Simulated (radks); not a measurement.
These are the eigenvalues of the occupied orbitals of an atom or ion with whole-number occupations (hartree). Method: scalar-relativistic Kohn-Sham, r2SCAN, spin-unpolarised, spherical densities, finite nucleus; meta-GGA in the generalised Kohn-Sham scheme; Fermi nuclear charge, rms radius of each element as measured or else 0.836 A^(1/3) + 0.57 fm; computed with a radial shooting solver on a logarithmic mesh with Libxc functionals.

orbital  eigenvalue
1s        -1373.570
2s        -219.5112
2p        -196.9359
3s        -48.20179
3p        -40.92012
3d        -30.35743
4s        -11.16527
4p         -8.79946
4d         -5.34755
5s         -3.08189
5p         -2.44431

Which element is it, and in what charge state? The configuration may be excited.

Answer. Z = 56, barium, charge +5: Ba5+ in [Kr] 4d10 5s2 5p3. The list shows which subshells hold electrons but not how many an open one holds; the 1s level, -1373.6 hartree, gives Z - s = 52.4 by -(Z - s)^2/2, which with screening and relativity narrows Z to a few neighbours, and the depths of the outer levels then fix element, charge and occupations together.
